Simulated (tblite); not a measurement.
Species: H₈NOSi₃ (doublet state).
Z-matrix (Å and degrees, GFN2-xTB geometry), rows numbered from 1:
```
Si
N   1  1.7357
Si  2  1.7281  1  128.46
O   3  1.6164  2  109.03  1   -17.40
Si  4  1.6135  3  159.15  2   -29.12
H   1  1.4611  2  111.53  3    70.15
H   1  1.4610  2  112.11  3   -58.26
H   2  1.0059  1  116.83  3   175.00
H   3  1.4616  2  112.05  1    97.30
H   3  1.4607  2  108.83  1  -134.60
H   5  1.4634  4  107.65  3    82.65
H   5  1.4613  4  104.34  3  -157.90
H   5  1.4632  4  109.33  3   -38.09
```

Calculated harmonic vibrations of the isolated species, GFN2-xTB (tblite), most abundant isotopes, no scaling. This tight-binding method is rough: wavenumbers can miss measured ones by several per cent, in bad cases by 10 to 20. Modes of hydrogen on silicon can be 10 to 20 % off. One conformer, not necessarily the lowest. Open shells enter through the occupations alone, without spin polarisation, and single modes of such species can be off by tens of per cent.

Harmonic wavenumbers (cm⁻¹): 38.2, 56.7, 75.5, 88.3, 103.3, 134.0, 273.9, 292.3, 532.0, 552.6, 554.7, 588.5, 599.9, 606.6, 618.9, 670.9, 737.5, 775.5, 785.8, 787.4, 802.3, 832.9, 971.4, 1115.2, 1181.6, 2235.6, 2244.4, 2248.2, 2260.5, 2263.0, 2272.3, 2279.2, 3493.2.

A = 3186, B = 1672, C = 1149 MHz; mass 121.991 u (most abundant isotopes); point group C1, symmetry number 1; spin multiplicity 2.

**Question.** Zero-point energy?

**Answer.** ½Σν̃ = 16536 cm⁻¹ = 47.28 kcal/mol.

**Question.** Give the ideal-gas entropy at 400 K and 1 bar in the rigid-rotor, harmonic-oscillator model (classical rotation).

**Answer.** Translation 41.80, rotation 29.23, vibration 41.59, spin (R ln 2) 1.38: S = 114.0 cal/(mol K).

**Question.** And Cp and H(400 K) − H(0)?

**Answer.** Cp = 43.03 cal/(mol K), of which vibrations give 35.08 (their classical limit is 33 R = 65.6); H(400 K) − H(0) = 11.09 kcal/mol without the zero-point energy, 7.91 from vibrations.

**Question.** What must be added to the electronic energy to get the Gibbs energy at 400 K and 1 bar?

**Answer.** ZPE + [H(400 K) − H(0)] − T·S = 47.28 + 11.09 − 45.60 = 12.77 kcal/mol.

**Question.** Blend soft modes into free rotors: weight 1/[1 + (100 cm⁻¹/ν̃)⁴] for the oscillator and the rest for a rotor with moment μB/(μ + B), μ = h/(8π²ν), B = 10⁻⁴⁴ kg m². What vibrational entropy results?

**Answer.** 36.46 cal/(mol K) in place of 41.59, which changes −T·S at 400 K by +2.05 kcal/mol.

**Question.** Which modes carry the vibrational entropy at 400 K?

**Answer.** 38.2 cm⁻¹: 5.93; 56.7 cm⁻¹: 5.15; 75.5 cm⁻¹: 4.58; 88.3 cm⁻¹: 4.27; 103.3 cm⁻¹: 3.97; 134.0 cm⁻¹: 3.46 cal/(mol K); the other 27 give 14.23 together.

Hindered rotation and anharmonicity are outside this model. Other conformers, if any are populated, would add a mixing term that is left out. The structure is chiral; the term R ln 2 for an equal mix with its mirror image is left out.
